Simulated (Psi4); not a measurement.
A dimer, CO ··· H2S (SMILES [C-]#[O+] and S); the first 2 atoms form monomer A.

```
5

C      0.5625     0.0000     0.0000
O     -0.5625     0.0000     0.0000
S      1.6362    -2.4835     1.0609
H      2.4094    -1.6734     1.8015
H      2.4678    -2.4144     0.0091
```

What interaction energy does SAPT0/jun-cc-pVDZ, frozen core in Psi4 1.11 give, and which attractive term is the largest?

Total 3.42 kcal/mol: electrostatics -6.70, exchange 15.16, induction -2.41, dispersion -2.63. The most attractive term is electrostatics.
